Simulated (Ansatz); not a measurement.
Correlation energies of C$_{9}$H$_{17}$NTi, SMILES `C[N](C)[Ti]1234([CH3])([CH3])[C@H]5[C@@H]1[C@@H]2[C@@H]3[C@H]54` by basis set

Z-matrix (Å, degrees):
```
Ti
C 1 2.100
N 1 1.890 2 104.4
C 1 2.372 2 140.0 3 145.3
C 1 2.371 2 91.5 3 109.4
C 1 2.927 2 86.7 3 17.0
C 1 2.100 2 101.8 3 -108.4
C 1 2.416 2 109.3 3 164.6
C 1 2.924 2 125.7 3 -13.7
C 1 2.368 2 125.4 3 101.8
C 1 2.415 2 83.3 3 142.8
H 2 1.094 1 114.6 3 -75.2
H 2 1.094 1 111.9 3 161.4
H 2 1.097 1 105.0 3 43.9
H 4 1.080 1 118.1 2 156.2
H 5 1.080 1 118.1 2 -47.0
H 6 1.101 1 117.4 2 134.8
H 6 1.093 1 78.8 2 30.1
H 6 1.099 1 130.4 2 -73.1
H 7 1.097 1 105.1 2 64.2
H 7 1.094 1 114.6 2 -176.7
H 7 1.094 1 111.9 2 -53.3
H 8 1.079 1 119.8 2 81.1
H 9 1.099 1 130.4 2 -30.5
H 9 1.101 1 117.5 2 121.8
H 9 1.093 1 78.6 2 -133.6
H 10 1.080 1 117.9 2 -108.8
H 11 1.079 1 119.8 2 18.3
```

The species carries charge 0 and has multiplicity 1. Correlated methods include outer-core shells of Ti, which these sets cover unevenly. Scalar relativity is left out up to krypton. All single points use the PBE0-D4/def2-TZVP geometry. It is one conformer, not always the lowest. Frozen core, restricted reference, Ansatz 0.2.0.

| basis | HF (Eh) | MP2 corr. |
| --- | --- | --- |
| def2-SVP | -1253.13128 | -1.77491 |
| def2-TZVPP | -1253.69291 | -2.21582 |
| def2-QZVPP | -1253.72607 | -2.35997 |

(1) Estimate the CCSD correlation energy and the (T) correction in each basis where they were run (hartree).

Results:

(1) 
```tsv
basis	CCSD corr.	(T)
def2-SVP	-1.85475	-0.08489
def2-TZVPP	-2.26428	-0.12196
```
